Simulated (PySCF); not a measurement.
PySCF input file for Ti(H)3(OSiH3) (H6OSiTi), SMILES [TiH3][O][SiH3], multiplicity 1, TDDFT-PBE0/def2-SVPD. Geometry optimised at B3LYP-D3(BJ)/def2-SVP. A frequency run showed that this geometry is not a minimum. The multiplicity is an assumed one; no other spin state was optimised. The structure was generated by enumeration; whether it is a known compound was not checked.

```python
import numpy as np
from pyscf import gto, scf, dft, tdscf

mol = gto.M(
    atom='''
    Ti    0.00000000   -0.00000000    1.44301423
    H     0.41873429   -1.55582853    1.97488362
    H     1.13801988    1.14054880    1.97488362
    H    -1.55675417    0.41527974    1.97488362
    O    -0.00000000    0.00000000   -0.30393460
    Si   -0.00000000   -0.00000000   -1.98869958
    H     0.35159788   -1.36392498   -2.46589768
    H     1.00539475    0.98645519   -2.46589768
    H    -1.35699262    0.37746979   -2.46589768
    ''',
    basis='def2-SVPD',
    charge=0,
    spin=0,
    symmetry=True,
    max_memory=1600,
    verbose=4,
)
mf = dft.RKS(mol, xc='pbe0').density_fit(auxbasis='def2-universal-jkfit')
mf.grids.level = 3
mf.conv_tol = 1e-9
mf.max_cycle = 100
mf.kernel()
mf.grids = dft.Grids(mol).set(level=1).build(with_non0tab=True)  # coarser grid for the response kernel
td = tdscf.TDDFT(mf)
td.singlet = True
td.nstates = 10
td.conv_tol = 1e-4
td.positive_eig_threshold = 1e-6
td.kernel(x0=td.get_init_guess(mf, 15))
td.analyze()
tt = tdscf.TDA(mf)
tt.singlet = False
tt.nstates = 4
tt.conv_tol = 1e-4
tt.positive_eig_threshold = 1e-6
tt.kernel(x0=tt.get_init_guess(mf, 9))
tt.analyze(verbose=3)
```

Log of the run:

```
PySCF version 2.14.0

[INPUT] verbose = 4
[INPUT] num. atoms = 9
[INPUT] num. electrons = 50
[INPUT] charge = 0
[INPUT] spin (= nelec alpha-beta = 2S) = 0
[INPUT] symmetry True subgroup None
[INPUT] Mole.unit = angstrom
[INPUT] Symbol           X                Y                Z      unit          X                Y                Z       unit  Magmom
[INPUT]  1 Ti     0.000000000000   0.000000000000   1.443014230000 AA    0.000000000000   0.000000000000   2.726901688550 Bohr   0.0
[INPUT]  2 H      0.418734290000  -1.555828530000   1.974883620000 AA    0.791293127064  -2.940089818485   3.731989169690 Bohr   0.0
[INPUT]  3 H      1.138019880000   1.140548800000   1.974883620000 AA    2.150545897510   2.155324863701   3.731989169690 Bohr   0.0
[INPUT]  4 H     -1.556754170000   0.415279740000   1.974883620000 AA   -2.941839024575   0.784764973681   3.731989169690 Bohr   0.0
[INPUT]  5 O      0.000000000000   0.000000000000  -0.303934600000 AA    0.000000000000   0.000000000000  -0.574353153779 Bohr   0.0
[INPUT]  6 Si     0.000000000000   0.000000000000  -1.988699580000 AA    0.000000000000   0.000000000000  -3.758097550238 Bohr   0.0
[INPUT]  7 H      0.351597880000  -1.363924980000  -2.465897680000 AA    0.664423699178  -2.577444666653  -4.659871266400 Bohr   0.0
[INPUT]  8 H      1.005394750000   0.986455190000  -2.465897680000 AA    1.899920724576   1.864130143256  -4.659871266400 Bohr   0.0
[INPUT]  9 H     -1.356992620000   0.377469790000  -2.465897680000 AA   -2.564344404856   0.713314523397  -4.659871266400 Bohr   0.0

nuclear repulsion = 196.781063216814
point group symmetry = C3, use subgroup C1
symmetry origin: [ 3.77945222e-10  3.77945215e-10 -1.51178085e-09]
symmetry axis x: [ 9.90472024e-01 -1.37714085e-01  2.17165350e-10]
symmetry axis y: [ 1.37714085e-01  9.90472024e-01 -1.29327341e-10]
symmetry axis z: [-1.97285981e-10  1.58001826e-10  1.00000000e+00]
num. orbitals of irrep A = 129
number of shells = 55
number of NR pGTOs = 211
number of NR cGTOs = 129
basis = def2-SVPD
ecp = {}


[settings echo left out]
init E= -1216.70681765778
  HOMO = -0.32929021476759  LUMO = -0.149640819762966  gap/eV = 4.88851
cycle= 1 E= -1216.93405538473  delta_E= -0.227  |g|= 0.91  |ddm|= 3.99
  HOMO = -0.30302956173874  LUMO = -0.201913397952487  gap/eV = 2.75151
cycle= 2 E= -1210.68582815265  delta_E= 6.25  |g|= 5.99  |ddm|= 5.69
  HOMO = -0.282091089257878  LUMO = -0.0849408989836111  gap/eV = 5.36473
cycle= 3 E= -1217.04044173719  delta_E= -6.35  |g|= 0.655  |ddm|= 4.74
  HOMO = -0.322086867961622  LUMO = -0.127331985163482  gap/eV = 5.29955
cycle= 4 E= -1217.0988384794  delta_E= -0.0584  |g|= 0.275  |ddm|= 0.82
  HOMO = -0.312420927752668  LUMO = -0.0916099822517902  gap/eV = 6.00857
cycle= 5 E= -1217.12041384876  delta_E= -0.0216  |g|= 0.047  |ddm|= 0.707
  HOMO = -0.310454925757223  LUMO = -0.089897826145233  gap/eV = 6.00166
cycle= 6 E= -1217.12093332728  delta_E= -0.000519  |g|= 0.00887  |ddm|= 0.0893
  HOMO = -0.311049114729428  LUMO = -0.0902674495643101  gap/eV = 6.00778
cycle= 7 E= -1217.12095239945  delta_E= -1.91e-05  |g|= 0.000921  |ddm|= 0.0219
  HOMO = -0.311283853589133  LUMO = -0.0903735002913335  gap/eV = 6.01128
cycle= 8 E= -1217.1209527318  delta_E= -3.32e-07  |g|= 0.000195  |ddm|= 0.00298
  HOMO = -0.311267936437985  LUMO = -0.0903497742301948  gap/eV = 6.01149
cycle= 9 E= -1217.12095274862  delta_E= -1.68e-08  |g|= 2.64e-05  |ddm|= 0.000444
  HOMO = -0.311270212248107  LUMO = -0.0903491833832519  gap/eV = 6.01157
cycle= 10 E= -1217.12095274941  delta_E= -7.87e-10  |g|= 1.15e-05  |ddm|= 9.84e-05
  HOMO = -0.311269550098116  LUMO = -0.0903488492483239  gap/eV = 6.01156
Extra cycle  E= -1217.1209527494  delta_E= 6.82e-12  |g|= 1.91e-05  |ddm|= 4.36e-05
converged SCF energy = -1217.1209527494
tot grids = 33880
Overwritten attributes  positive_eig_threshold  of <class 'pyscf.tdscf.rks.TDDFT'>


******** <class 'pyscf.tdscf.rks.TDDFT'> for <class 'pyscf.df.df_jk.DFRKS'> ********
nstates = 10 singlet
deg_eia_thresh = 1.000e-03
wfnsym = None
conv_tol = 0.0001
eigh lindep = 1e-12
eigh level_shift = 0
eigh max_cycle = 100


Excitation energies (eV)
[3.46742848 3.63670274 3.63696557 3.95690545 4.56561281 4.56593625
 4.71648099 4.71684133 4.93557836 5.33953142]

** Singlet excitation energies and oscillator strengths **
Excited State   1:    A      3.46743 eV    357.57 nm  f=0.0000
      24 -> 27        0.49337
      25 -> 26       -0.49639
Excited State   2:    A      3.63670 eV    340.92 nm  f=0.0003
      24 -> 26       -0.49141
      25 -> 27        0.49131
Excited State   3:    A      3.63697 eV    340.90 nm  f=0.0003
      24 -> 27        0.49289
      25 -> 26        0.48985
Excited State   4:    A      3.95691 eV    313.34 nm  f=0.0048
      24 -> 26       -0.47331
      24 -> 30        0.14827
      25 -> 27       -0.47339
      25 -> 29        0.14832
Excited State   5:    A      4.56561 eV    271.56 nm  f=0.0042
      23 -> 26        0.61363
      24 -> 28        0.32723
Excited State   6:    A      4.56594 eV    271.54 nm  f=0.0041
      23 -> 27        0.61322
      25 -> 28        0.32800
Excited State   7:    A      4.71648 eV    262.87 nm  f=0.0082
      23 -> 26        0.30139
      23 -> 30       -0.11180
      24 -> 28       -0.60628
Excited State   8:    A      4.71684 eV    262.85 nm  f=0.0082
      23 -> 27        0.30212
      23 -> 29       -0.11192
      25 -> 28       -0.60585
Excited State   9:    A      4.93558 eV    251.21 nm  f=0.0000
      24 -> 29       -0.49468
      25 -> 30        0.49476
Excited State  10:    A      5.33953 eV    232.20 nm  f=0.0158
      23 -> 30       -0.23672
      24 -> 29       -0.45465
      25 -> 30       -0.45454

** Transition electric dipole moments (AU) **
state          X           Y           Z        Dip. S.      Osc.
  1         0.0001     -0.0000     -0.0000      0.0000      0.0000
  2        -0.0411     -0.0402      0.0001      0.0033      0.0003
  3        -0.0403      0.0411     -0.0000      0.0033      0.0003
  4         0.0001      0.0001      0.2218      0.0492      0.0048
  5         0.1362     -0.1363     -0.0000      0.0371      0.0042
  6        -0.1359     -0.1358     -0.0003      0.0369      0.0041
  7         0.1857     -0.1902     -0.0000      0.0706      0.0082
  8        -0.1901     -0.1856     -0.0005      0.0706      0.0082
  9        -0.0001      0.0001     -0.0000      0.0000      0.0000
 10         0.2614     -0.2295      0.0001      0.1210      0.0158

** Transition velocity dipole moments (imaginary part, AU) **
state          X           Y           Z        Dip. S.      Osc.
  1         0.0000     -0.0000     -0.0000      0.0000      0.0000
  2        -0.0077     -0.0075      0.0000      0.0001      0.0006
  3        -0.0075      0.0077     -0.0000      0.0001      0.0006
  4         0.0000      0.0000      0.0299      0.0009      0.0041
  5         0.0217     -0.0217     -0.0000      0.0009      0.0037
  6        -0.0216     -0.0216     -0.0001      0.0009      0.0037
  7         0.0324     -0.0332     -0.0000      0.0022      0.0083
  8        -0.0332     -0.0324     -0.0001      0.0022      0.0083
  9        -0.0000      0.0000      0.0000      0.0000      0.0000
 10         0.0530     -0.0465      0.0000      0.0050      0.0169

** Transition magnetic dipole moments (imaginary part, AU) **
state          X           Y           Z
  1         0.0031      0.0031     -2.5262
  2         0.9925     -1.0103     -0.0001
  3        -1.0101     -0.9923     -0.0079
  4        -0.0002      0.0002     -0.0001
  5        -0.1132     -0.1132     -0.0002
  6        -0.1141      0.1141      0.0000
  7         0.8146      0.7944      0.0003
  8         0.7942     -0.8144     -0.0000
  9        -0.0001     -0.0001      0.9294
 10        -0.2383     -0.2710      0.0002
Overwritten attributes  positive_eig_threshold  of <class 'pyscf.tdscf.rks.TDA'>


******** <class 'pyscf.tdscf.rks.TDA'> for <class 'pyscf.df.df_jk.DFRKS'> ********
nstates = 4 triplet
deg_eia_thresh = 1.000e-03
wfnsym = None
conv_tol = 0.0001
eigh lindep = 1e-12
eigh level_shift = 0
eigh max_cycle = 100


Excitation energies (eV)
[3.08982725 3.12413344 3.12609203 3.20971286]

** Triplet excitation energies and oscillator strengths **
Excited State   1:    A      3.08983 eV    401.27 nm  f=0.0000
Excited State   2:    A      3.12413 eV    396.86 nm  f=0.0000
Excited State   3:    A      3.12609 eV    396.61 nm  f=0.0000
Excited State   4:    A      3.20971 eV    386.28 nm  f=0.0000
```

The program stopped with an error.
